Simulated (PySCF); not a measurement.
MCl₂ across the fifth-period p block

Level: PBE0, basis family def2-TZVP, scalar-relativistic core potentials from Rb on and no relativity for lighter atoms.

Each entry is the lowest minimum that a search over a few typed start shapes (and spin states, where more than one is plausible) found, or that minimum re-optimised at the stated level; isomers with ligand–ligand bonds, or fragments after loss of a ligand pair, can lie lower. Open shells are unrestricted; no spin–orbit coupling; PySCF with density fitting.

```json
{"molecule": "InCl₂", "2S+1": "2", "point group": "C2v", "mean bond to the central atom (Å)": "2.353", "lowest ω (cm⁻¹)": "83", "atomisation (kJ/mol)": "630", "dipole (D)": "2.57", "polar-tensor charge of the central atom": "1.07"}
{"molecule": "SnCl₂", "2S+1": "?", "point group": "?", "mean bond to the central atom (Å)": "?", "lowest ω (cm⁻¹)": "?", "atomisation (kJ/mol)": "?", "dipole (D)": "?", "polar-tensor charge of the central atom": "?"}
{"molecule": "TeCl₂", "2S+1": "1", "point group": "C2v", "mean bond to the central atom (Å)": "2.320", "lowest ω (cm⁻¹)": "129", "atomisation (kJ/mol)": "542", "dipole (D)": "1.90", "polar-tensor charge of the central atom": "0.83"}
{"molecule": "ICl₂", "2S+1": "2", "point group": "C2v", "mean bond to the central atom (Å)": "2.421", "lowest ω (cm⁻¹)": "91", "atomisation (kJ/mol)": "340", "dipole (D)": "0.94", "polar-tensor charge of the central atom": "0.96"}
```

Problem. Fill in the row of SnCl₂.

Solution. 2S+1: 1; point group: C2v; mean bond to the central atom (Å): 2.363; lowest ω (cm⁻¹): 120; atomisation (kJ/mol): 777; dipole (D): 3.24; polar-tensor charge of the central atom: 1.23.

The bond length does not run in one direction; the largest change, 0.101 Å, falls between TeCl₂ and ICl₂ among the members listed.

Left out of the table are members whose search was unfinished or whose lowest solution was spin-contaminated, unstable, very soft or bonded differently.
